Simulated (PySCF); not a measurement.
Job for PySCF: U-TPSSh/def2-TZVPP on HOPt (SMILES [OH][Pt]), 2S+1 = 4, a spin state set in the input, which need not be the lowest. Elements past Kr take the def2 small-core potentials; no spin–orbit coupling.

```python
from pyscf import gto, dft

mol = gto.M(
    atom='''
    Pt   -0.99707322   -0.72280332   -0.86999713
    O     0.45635322   -0.09146913    0.31446385
    H     0.50755128    0.86164405    0.48521365
    ''',
    basis='def2-tzvpp',
    ecp={'Pt': 'def2-tzvpp'},
    charge=0, spin=3, verbose=4, max_memory=1800)
mf = dft.UKS(mol, xc='tpssh').density_fit(auxbasis='def2-universal-jkfit')
mf.grids.level = 4
mf.conv_tol = 1e-9
mf.max_cycle = 150
mf.kernel()
mf.dip_moment()
```

It printed:

```
PySCF version 2.14.0

[INPUT] verbose = 4
[INPUT] num. atoms = 3
[INPUT] num. electrons = 27
[INPUT] charge = 0
[INPUT] spin (= nelec alpha-beta = 2S) = 3
[INPUT] symmetry False subgroup None
[INPUT] Mole.unit = angstrom
[INPUT] Symbol           X                Y                Z      unit          X                Y                Z       unit  Magmom
[INPUT]  1 Pt    -0.997073220000  -0.722803320000  -0.869997130000 AA   -1.884195311938  -1.365900316726  -1.644056304858 Bohr   0.0
[INPUT]  2 O      0.456353220000  -0.091469130000   0.314463850000 AA    0.862382601863  -0.172851604552   0.594250552576 Bohr   0.0
[INPUT]  3 H      0.507551280000   0.861644050000   0.485213650000 AA    0.959132913372   1.628271271361   0.916920910401 Bohr   0.0

nuclear repulsion = 46.5877386052004
number of shells = 33
number of NR pGTOs = 144
number of NR cGTOs = 101
basis = def2-tzvpp
ecp = {'Pt': 'def2-tzvpp'}


******** <class 'pyscf.df.df_jk.DFUKS'> ********
method = DFUKS
initial guess = minao
damping factor = 0
level_shift factor = 0
DIIS = <class 'pyscf.scf.diis.CDIIS'>
diis_start_cycle = 1
diis_space = 8
diis_damp = 0
SCF conv_tol = 1e-09
SCF conv_tol_grad = None
SCF max_cycles = 150
direct_scf = False
number electrons alpha = 15  beta = 12
XC library pyscf.dft.libxc version 7.1.2
    S. Lehtola, C. Steigemann, M. J. T. Oliveira, and M. A. L. Marques,  SoftwareX 7, 1–5 (2018)
XC functionals = tpssh
    V. N. Staroverov, G. E. Scuseria, J. Tao, and J. P. Perdew,  J. Chem. Phys. 119, 12129 (2003)
radial grids:
    Treutler-Ahlrichs [JCP 102, 346 (1995); DOI:10.1063/1.469408] (M4) radial grids

becke partition: Becke, JCP 88, 2547 (1988); DOI:10.1063/1.454033
pruning grids: <function nwchem_prune>
grids dens level: 4
symmetrized grids: False
atomic radii adjust function: <function treutler_atomic_radii_adjust>
small_rho_cutoff = 0
Set gradient conv threshold to 3.16228e-05
tot grids = 79000
******** <class 'pyscf.df.df.DF'> ********
auxbasis = def2-universal-jkfit
init E= -180.094103259142
  alpha nocc = 15  HOMO = -0.502785383087666  LUMO = -0.280838224588896
  beta  nocc = 12  HOMO = -0.729074261289053  LUMO = -0.668572450643932

WARN: HOMO -0.502785383087666 >= LUMO -0.668572450643932

cycle= 1 E= -194.535728667651  delta_E= -14.4  |g|= 1.03  |ddm|= 5.64
  alpha nocc = 15  HOMO = 0.108145420085426  LUMO = 0.140182224787833
  beta  nocc = 12  HOMO = 0.0934974633103645  LUMO = 0.0962080165540195

WARN: HOMO 0.108145420085426 >= LUMO 0.0962080165540195

cycle= 2 E= -184.40549472791  delta_E= 10.1  |g|=  3.3  |ddm|= 7.61
  alpha nocc = 15  HOMO = -0.228970044585321  LUMO = -0.021191248655331
  beta  nocc = 12  HOMO = -0.304641487862288  LUMO = -0.250241467610568

WARN: HOMO -0.228970044585321 >= LUMO -0.250241467610568

cycle= 3 E= -194.999005843109  delta_E= -10.6  |g|= 0.31  |ddm|= 7.36
  alpha nocc = 15  HOMO = -0.191770624733035  LUMO = -0.0028563219482279
  beta  nocc = 12  HOMO = -0.250900061930169  LUMO = -0.208377260928283

WARN: HOMO -0.191770624733035 >= LUMO -0.208377260928283

cycle= 4 E= -194.963775502327  delta_E= 0.0352  |g|= 0.505  |ddm|= 0.519
  alpha nocc = 15  HOMO = -0.173916349288955  LUMO = 0.015332204167976
  beta  nocc = 12  HOMO = -0.22434330525851  LUMO = -0.164119503974316
  HOMO = -0.173916349289  LUMO = -0.164119503974  gap/eV = 0.26659
cycle= 5 E= -195.055328326689  delta_E= -0.0916  |g|= 0.13  |ddm|= 0.265
  alpha nocc = 15  HOMO = -0.187168149929988  LUMO = 0.0110562130936547
  beta  nocc = 12  HOMO = -0.246942426506413  LUMO = -0.180559050837817
  HOMO = -0.18716814993  LUMO = -0.180559050838  gap/eV = 0.17984
cycle= 6 E= -195.061428315331  delta_E= -0.0061  |g|= 0.0723  |ddm|= 0.107
  alpha nocc = 15  HOMO = -0.19070422035589  LUMO = 0.00889205127090945
  beta  nocc = 12  HOMO = -0.255891901711844  LUMO = -0.185617931923636
  HOMO = -0.190704220356  LUMO = -0.185617931924  gap/eV = 0.13840
cycle= 7 E= -195.063419405064  delta_E= -0.00199  |g|= 0.0361  |ddm|= 0.07
  alpha nocc = 15  HOMO = -0.192833688485599  LUMO = 0.00794320332687614
  beta  nocc = 12  HOMO = -0.259933667519173  LUMO = -0.187592834045734
  HOMO = -0.192833688486  LUMO = -0.187592834046  gap/eV = 0.14261
cycle= 8 E= -195.064080872044  delta_E= -0.000661  |g|= 0.0102  |ddm|= 0.0482
  alpha nocc = 15  HOMO = -0.193668266337475  LUMO = 0.00743315731765054
  beta  nocc = 12  HOMO = -0.261391809994186  LUMO = -0.188584700637084
  HOMO = -0.193668266337  LUMO = -0.188584700637  gap/eV = 0.13833
cycle= 9 E= -195.064218399963  delta_E= -0.000138  |g|= 0.00351  |ddm|= 0.0357
  alpha nocc = 15  HOMO = -0.19391123634475  LUMO = 0.00716155423523833
  beta  nocc = 12  HOMO = -0.261924355259108  LUMO = -0.188893398711997
  HOMO = -0.193911236345  LUMO = -0.188893398712  gap/eV = 0.13654
cycle= 10 E= -195.064270916569  delta_E= -5.25e-05  |g|= 0.00225  |ddm|= 0.0264
  alpha nocc = 15  HOMO = -0.194262607219073  LUMO = 0.00687369599536768
  beta  nocc = 12  HOMO = -0.262351195834421  LUMO = -0.189067999527528
  HOMO = -0.194262607219  LUMO = -0.189067999528  gap/eV = 0.14135
cycle= 11 E= -195.064306868848  delta_E= -3.6e-05  |g|= 0.000983  |ddm|= 0.0326
  alpha nocc = 15  HOMO = -0.194314805634576  LUMO = 0.00678068494731345
  beta  nocc = 12  HOMO = -0.26245087241826  LUMO = -0.189188900983151
  HOMO = -0.194314805635  LUMO = -0.189188900983  gap/eV = 0.13948
cycle= 12 E= -195.064311819498  delta_E= -4.95e-06  |g|= 0.000596  |ddm|= 0.00942
  alpha nocc = 15  HOMO = -0.194426799465585  LUMO = 0.00669157619000706
  beta  nocc = 12  HOMO = -0.26250850764894  LUMO = -0.189316726847253
  HOMO = -0.194426799466  LUMO = -0.189316726847  gap/eV = 0.13905
cycle= 13 E= -195.064314018471  delta_E= -2.2e-06  |g|= 0.00038  |ddm|= 0.00854
  alpha nocc = 15  HOMO = -0.194439928387752  LUMO = 0.00667445856414451
  beta  nocc = 12  HOMO = -0.262502303960111  LUMO = -0.1893141112176
  HOMO = -0.194439928388  LUMO = -0.189314111218  gap/eV = 0.13948
cycle= 14 E= -195.064314300752  delta_E= -2.82e-07  |g|= 0.000123  |ddm|= 0.00265
  alpha nocc = 15  HOMO = -0.194421708355907  LUMO = 0.00668879103382624
  beta  nocc = 12  HOMO = -0.262485706997464  LUMO = -0.189279460080477
  HOMO = -0.194421708356  LUMO = -0.18927946008  gap/eV = 0.13993
cycle= 15 E= -195.064314347543  delta_E= -4.68e-08  |g|= 0.000104  |ddm|= 0.00093
  alpha nocc = 15  HOMO = -0.194435247589695  LUMO = 0.00668350268237288
  beta  nocc = 12  HOMO = -0.262507628641216  LUMO = -0.189286442565446
  HOMO = -0.19443524759  LUMO = -0.189286442565  gap/eV = 0.14011
cycle= 16 E= -195.064314379601  delta_E= -3.21e-08  |g|= 7.38e-05  |ddm|= 0.000487
  alpha nocc = 15  HOMO = -0.194443245061155  LUMO = 0.00667923430801791
  beta  nocc = 12  HOMO = -0.262519116520831  LUMO = -0.189291425065448
  HOMO = -0.194443245061  LUMO = -0.189291425065  gap/eV = 0.14019
cycle= 17 E= -195.06431442369  delta_E= -4.41e-08  |g|= 6.58e-05  |ddm|= 0.000748
  alpha nocc = 15  HOMO = -0.194447676524618  LUMO = 0.00667913127572427
  beta  nocc = 12  HOMO = -0.262523526925617  LUMO = -0.189287933890653
  HOMO = -0.194447676525  LUMO = -0.189287933891  gap/eV = 0.14040
cycle= 18 E= -195.06431445824  delta_E= -3.46e-08  |g|= 4.59e-05  |ddm|= 0.000686
  alpha nocc = 15  HOMO = -0.19445590627868  LUMO = 0.00667573258019712
  beta  nocc = 12  HOMO = -0.262529790824511  LUMO = -0.189289678113491
  HOMO = -0.194455906279  LUMO = -0.189289678113  gap/eV = 0.14058
cycle= 19 E= -195.064314495191  delta_E= -3.7e-08  |g|= 3.35e-05  |ddm|= 0.00108
  alpha nocc = 15  HOMO = -0.194468268272466  LUMO = 0.00667039590545135
  beta  nocc = 12  HOMO = -0.262541352458992  LUMO = -0.18929252160544
  HOMO = -0.194468268272  LUMO = -0.189292521605  gap/eV = 0.14084
cycle= 20 E= -195.064314512161  delta_E= -1.7e-08  |g|= 1.86e-05  |ddm|= 0.00119
  alpha nocc = 15  HOMO = -0.194469046474921  LUMO = 0.00667017474368621
  beta  nocc = 12  HOMO = -0.262541480630067  LUMO = -0.189291657380954
  HOMO = -0.194469046475  LUMO = -0.189291657381  gap/eV = 0.14088
cycle= 21 E= -195.064314512814  delta_E= -6.54e-10  |g|= 6.93e-06  |ddm|= 0.000177
  alpha nocc = 15  HOMO = -0.194468117219699  LUMO = 0.0066706803496508
  beta  nocc = 12  HOMO = -0.262538821576143  LUMO = -0.18928979985466
  HOMO = -0.19446811722  LUMO = -0.189289799855  gap/eV = 0.14091
Extra cycle  E= -195.064314512705  delta_E= 1.09e-10  |g|= 1.97e-05  |ddm|= 2.22e-05
converged SCF energy = -195.064314512705  <S^2> = 3.7558039  2S+1 = 4.0029009
Dipole moment(X, Y, Z, Debye):  0.01975,  1.43228,  0.21338
```

Self-consistency was reached.

Cost: roughly 20 core-seconds.
